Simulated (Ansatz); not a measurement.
Start from `C[Si]1(F)CS1` and change one atom or group to get `F[Si]1([GeH3])CS1`.

Ansatz, PBE0-D4/def2-TZVP geometries, multiplicity 1. 

Scalar relativity is left out up to krypton.

| property | `C[Si]1(F)CS1` |
| --- | --- |
| size of the dipole moment (ωB97M-V/def2-TZVPP) / D | 2.41 |
| HOMO–LUMO gap (B3LYP/def2-TZVPP) / eV | 6.68 |
| LUMO energy (PBE0/def2-TZVPP) / eV | 0.11 |
| LUMO energy (ωB97M-V/def2-TZVPP) / eV | 1.95 |
| HOMO energy (B3LYP/def2-TZVPP) / eV | -6.84 |
| size of the dipole moment (PBE/def2-TZVPP) / D | 2.32 |

Task: What does the change do to each property? (Estimate.)

Result: Computed: 
| property | `F[Si]1([GeH3])CS1` | shift |
| --- | --- | --- |
| size of the dipole moment (ωB97M-V/def2-TZVPP) / D | 1.93 | -0.48 |
| HOMO–LUMO gap (B3LYP/def2-TZVPP) / eV | 6.33 | -0.35 |
| LUMO energy (PBE0/def2-TZVPP) / eV | -0.45 | -0.56 |
| LUMO energy (ωB97M-V/def2-TZVPP) / eV | 1.36 | -0.59 |
| HOMO energy (B3LYP/def2-TZVPP) / eV | -6.96 | -0.12 |
| size of the dipole moment (PBE/def2-TZVPP) / D | 1.78 | -0.54 |

With PBE0 the HOMO falls by 0.12 eV and the LUMO falls by 0.56 eV, so the gap narrows by about 0.44 eV. PBE moves the HOMO by -0.15 eV and ωB97M-V by -0.09 eV. Dipoles are sizes alone; their direction can turn.

B3LYP here is the variant with VWN-RPA as its local correlation; programs differ in this.
